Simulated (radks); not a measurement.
Results of a calculation; reference values are marked as such.
Neutral lead inside a hard spherical wall (all orbitals vanish at R), configuration held at [Hg] 6p2 and not refilled when levels cross. Code: a radial shooting solver on a logarithmic mesh with Libxc functionals. Model: scalar-relativistic Kohn-Sham, PBE, spin-unpolarised, spherical densities, point nucleus. Eigenvalues in eV, with the zero of energy where the potential of the charges vanishes at infinity; a dash marks a level that is unbound or too diffuse for the functional's potential to be trusted. A positive occupied level is held by the wall or, in an anion where self-interaction has pushed it up, behind a barrier. The pressure on the wall is -dE/dV.

R (bohr) = free: E (hartree) -20881.9080; kinetic (hartree) 23611.125; e(5p) -85.835; e(5d) -21.177; e(6s) -12.040; e(6p) -3.498; e(7s, empty) -; e(6d, empty) -; pressure (GPa) 0
R (bohr) = 20: E (hartree) -20881.9080; kinetic (hartree) 23611.125; e(5p) -85.835; e(5d) -21.177; e(6s) -12.040; e(6p) -3.498; e(7s, empty) -0.572; e(6d, empty) 0.608; pressure (GPa) < 0.0001
R (bohr) = 15: E (hartree) -20881.9080; kinetic (hartree) 23611.125; e(5p) -85.834; e(5d) -21.176; e(6s) -12.039; e(6p) -3.497; e(7s, empty) -0.498; e(6d, empty) 0.894; pressure (GPa) < 0.0001
R (bohr) = 7: E (hartree) -20881.8882; kinetic (hartree) 23611.241; e(5p) -85.042; e(5d) -20.397; e(6s) -11.387; e(6p) -2.748; e(7s, empty) 3.684; e(6d, empty) 4.691; pressure (GPa) 0.942
R (bohr) = 6: E (hartree) -20881.8529; kinetic (hartree) 23611.418; e(5p) -84.257; e(5d) -19.635; e(6s) -10.753; e(6p) -1.866; e(7s, empty) 7.357; e(6d, empty) 7.128; pressure (GPa) 3.78
R (bohr) = 4: E (hartree) -20881.3253; kinetic (hartree) 23613.794; e(5p) -78.851; e(5d) -14.555; e(6s) -5.571; e(6p) 5.998; e(7s, empty) 34.523; e(6d, empty) 23.201; pressure (GPa) 116
R (bohr) = 3: E (hartree) -20879.2563; kinetic (hartree) 23622.424; e(5p) -68.063; e(5d) -4.444; e(6s) 8.532; e(6p) 26.069; e(7s, empty) 91.442; e(6d, empty) 55.911; pressure (GPa) 1180
R (bohr) = 2: E (hartree) -20862.3853; kinetic (hartree) 23685.556; e(5p) -26.719; e(5d) 40.622; e(6s) 93.233; e(6p) 133.45; e(7s, empty) 331.14; e(6d, empty) 194.65; pressure (GPa) 26900
